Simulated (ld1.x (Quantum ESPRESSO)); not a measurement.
# Plane-wave convergence, TM potential for tungsten (W)

```
Element                 : tungsten
Generator               : ld1.x (Quantum ESPRESSO) 7.5
Type                    : norm-conserving Troullier–Martins (Kleinman–Bylander form)
Functional              : PBEsol
Relativity              : scalar-relativistic
Frozen core             : [Xe] 4f14
Valence charge          : 6
Reference configuration : 5d4 6s1.5 6p0 (charge +0.5)
Partial waves           : 6p (bound, empty): rc 2.72 bohr; 5d (bound): rc 2.16 bohr; 6s (bound): rc 2.06 bohr
Local potential         : the s channel
Core correction         : none
```

The pseudo-atom Hamiltonian at the reference potential is diagonalised in spherical Bessel functions j_l(qr) that vanish at 20 bohr, with q² up to the cutoff. All-electron valence levels (Ry): 6p -0.2901, 5d -0.5893, 6s -0.6541.

Q: How do the lowest levels (Ry) of each channel move with the cutoff, and are there ghosts?

A:

| cutoff (Ry) | p #1 | p #2 | d #1 | s #1 | f #1 | f #2 | Σ f·Δε (mRy) |
| --- | --- | --- | --- | --- | --- | --- | --- |
| 8 | -0.2860 | -0.0415 | -0.2362 | -0.6203 | 0.0312 | 0.1349 | 1462.7 |
| 12 | -0.2889 | -0.0420 | -0.3896 | -0.6394 | 0.0312 | 0.1349 | 820.6 |
| 21 | -0.2898 | -0.0422 | -0.5696 | -0.6512 | 0.0312 | 0.1349 | 83.2 |
| 30 | -0.2900 | -0.0422 | -0.5880 | -0.6526 | 0.0312 | 0.1349 | 7.4 |
| 45 | -0.2900 | -0.0422 | -0.5892 | -0.6536 | 0.0312 | 0.1349 | 1.0 |
| 55 | -0.2901 | -0.0422 | -0.5893 | -0.6539 | 0.0312 | 0.1349 | 0.4 |
| 400 | -0.2901 | -0.0422 | -0.5893 | -0.6541 | 0.0312 | 0.1349 | 0.0 |

Result: no extra level below or beside the all-electron valence levels (p, d, s, f tested); 10 mRy is reached at 30 Ry and 1 mRy at 45 Ry.
